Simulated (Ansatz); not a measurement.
`C[O][W]([OH])([OH])([Cl])([Cl])[O]C` and `C[O][W]([OH])([Cl])([Cl])([Cl])[O]C` differ in one atom or group.

Ansatz, PBE0-D4/def2-TZVP geometries, multiplicity 1. Each molecule was computed in one conformer, which needn't be the lowest.

Elements past krypton have def2 core potentials.

```tsv
property	`C[O][W]([OH])([OH])([Cl])([Cl])[O]C`
HOMO energy (PBE/def2-TZVPP) / eV	-6.73
HOMO–LUMO gap (PBE0/def2-TZVPP) / eV	5.19
size of the dipole moment (ωB97M-V/def2-TZVPP) / D	2.98
LUMO energy (PBE/def2-TZVPP) / eV	-3.52
size of the dipole moment (B3LYP/def2-TZVPP) / D	2.96
HOMO–LUMO gap (PBE/def2-TZVPP) / eV	3.21
```

Problem. Give the same properties after the change, and the shifts. (Estimate.)

Solution. Computed: 
| property | `C[O][W]([OH])([Cl])([Cl])([Cl])[O]C` | shift |
| --- | --- | --- |
| HOMO energy (PBE/def2-TZVPP) / eV | -6.87 | -0.14 |
| HOMO–LUMO gap (PBE0/def2-TZVPP) / eV | 4.44 | -0.75 |
| size of the dipole moment (ωB97M-V/def2-TZVPP) / D | 1.19 | -1.79 |
| LUMO energy (PBE/def2-TZVPP) / eV | -4.36 | -0.84 |
| size of the dipole moment (B3LYP/def2-TZVPP) / D | 1.16 | -1.80 |
| HOMO–LUMO gap (PBE/def2-TZVPP) / eV | 2.51 | -0.70 |

With PBE0 the HOMO falls by 0.12 eV and the LUMO falls by 0.88 eV, so the gap narrows by about 0.76 eV. PBE moves the HOMO by -0.14 eV and ωB97M-V by -0.10 eV. Dipoles are sizes alone; their direction can turn.

B3LYP here is the variant with VWN-RPA as its local correlation; programs differ in this.
